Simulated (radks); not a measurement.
Values are calculated unless marked as measured or tabulated.
Ag II, 46 electrons, occupied as [Kr] 4d9 5s1 (not the ground configuration). Code: a radial shooting solver on a logarithmic mesh with Libxc functionals. Model: scalar-relativistic Kohn-Sham, r2SCAN, spin-unpolarised, spherical densities, finite nucleus; meta-GGA in the generalised Kohn-Sham scheme; Fermi nuclear charge, rms radius 4.5454 fm.

Normalised radial functions P(r) = r R(r), r in bohr:

```
   r/bohr * 4p (the largest magnitude, 1.1, reaches the edge; | marks zero)
 0.001426                             *
 0.001901                             *
 0.002516                             *
 0.003355                             *
 0.004475                             *
 0.005969                             *
 0.007961                             |*
  0.01053                             |*
  0.01405                             | *
  0.01874                             |  *
  0.02499                             |   *
  0.03333                             |     *
  0.04446                             |       *
  0.05882                             |         *
  0.07846                             |         *
   0.1046                             |      *
   0.1396                             *
   0.1861                    *        |
   0.2463              *              |
   0.3285                *            |
   0.4381                            *|
   0.5844                             |               *
   0.7794                             |                          *
    1.031                             |                         *
    1.375                             |                *
    1.835                             |       *
    2.447                             | *
    3.263                             *
    4.318                             *
    5.759                             *
    7.681                             *
```

4p: eigenvalue -73.086 eV, 2 radial nodes at r = 0.139, 0.443 bohr, <r> = 0.998 bohr, 90 % of the charge inside 1.47 bohr.
